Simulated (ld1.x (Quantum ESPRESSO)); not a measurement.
**What one change does to a pseudopotential (C, TM)**

C, norm-conserving Troullier–Martins (Kleinman–Bylander form), made with ld1.x (Quantum ESPRESSO) 7.5 (LDA (PZ), scalar-relativistic). Core [He], reference 2s2 2p2. Waves: 2s (bound): rc 1.10 bohr; 2p (bound): rc 2.10 bohr. Local part: all-electron potential smoothed inside 1.65 bohr (lloc = -2). Core correction: Bessel-smoothed model core, default radius (core density twice the valence density).

All-electron outer shells of the reference configuration (LDA (PZ), scalar-relativistic, ld1.x):

```json
{"shell": "1s", "level (eV)": "-270.81", "outermost node (bohr)": "–", "outermost maximum (bohr)": "0.18"}
{"shell": "2s", "level (eV)": "-13.64", "outermost node (bohr)": "0.38", "outermost maximum (bohr)": "1.22"}
{"shell": "2p", "level (eV)": "-5.42", "outermost node (bohr)": "–", "outermost maximum (bohr)": "1.19"}
```

Change: local potential all-electron potential smoothed inside 2.00 bohr (lloc = -2).

Cutoffs: the cutoffs (Ry, on a coarse ladder) from which the occupation-weighted sum of valence levels, in a spherical-Bessel basis at the reference potential, stays within 10 and 1 mRy of its value at 400 Ry; they do not see the model core or the augmentation charge, which bear on the density cutoff. Errors are all-electron minus pseudo energies relative to the spin-unpolarised reference configuration.

Q: What does the change do?

A: The potential gets neither clearly harder nor softer (35 Ry and 90 Ry → 35 Ry and 90 Ry); the bound ghost in s disappears; of the 9 tests that both files solve, the error grows in 4 and shrinks in 0 by more than 15 % and 0.3 meV (median size 21.2 → 33.0 meV). In the separable form a ghost depends on how the local part lies against the semilocal potential of the channel, so the choice of the local part can create or remove one. The local part now departs from the all-electron potential out to 2.00 bohr, far beyond the s radius of 1.10 bohr, and whatever the projectors do not describe feels it: the likely cause.

```tsv
quantity	base	changed
cutoff, loose	35 Ry	35 Ry
cutoff, tight	90 Ry	90 Ry
bound ghosts	s	none
error for 2s2 2p1, meV [ΔE 10.99 eV]	+14	+33
error for 2s2 2p0, meV [ΔE 35.25 eV]	+187	+353
error for 2s1 2p0, meV [ΔE 83.22 eV]	+420	+713
error for 2s1 2p2, meV [ΔE 19.48 eV]	-40	-34
error for 2s0 2p4, meV [ΔE 16.52 eV]	+15	+15
error for 2s1 2p3, meV [ΔE 8.24 eV]	+3.1	+3.1
error for 2s2 2p2.3, meV [ΔE -1.20 eV]	-0.1	+0.2
error for 2s2 2p2 (spin-polarised), meV [ΔE -1.13 eV]	+27	+27
error for 2s2 2p1 (spin-polarised), meV [ΔE 10.59 eV]	+21	+39
s: phases at 2.29 bohr within 0.05 rad from the reference energy up to (Ry; the scan ends near 5)	1.6	1.6
p: phases at 2.29 bohr within 0.05 rad from the reference energy up to (Ry; the scan ends near 5)	1.8	1.6
```

 A true bound ghost makes a file unfit for plane-wave use even where its test errors are small: the radial tests pick states by their node count and pass the ghost by.
